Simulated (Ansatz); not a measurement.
CH₂FNSSi (`F[SiH]1N=C1S`) at its PBE0-D4/def2-TZVP geometry, where that method's forces vanish. Total charge 0; spin multiplicity 1.

```xyz
7

F     1.6673    1.6342   -0.7996
Si    0.6013    0.4744   -0.9725
N    -0.9221    0.5614   -0.1343
C    -0.1448   -0.3343    0.4002
S    -0.3500   -1.3629    1.7559
H     0.7296   -0.0565   -2.3333
H    -1.5814   -0.9163    2.0836
```

**Question.** What forces (eV/Å) does r2SCAN-D4/def2-TZVPP give on these atoms in Ansatz? (Best estimate.)

**Answer.** Computed: 
```
F1   0.030  0.066  0.015
Si2  0.136 -0.070 -0.136
N3  -0.334  0.271 -0.086
C4   0.213 -0.217  0.091
S5   0.019 -0.069  0.074
H6  -0.019  0.012  0.020
H7  -0.044  0.007  0.023
```
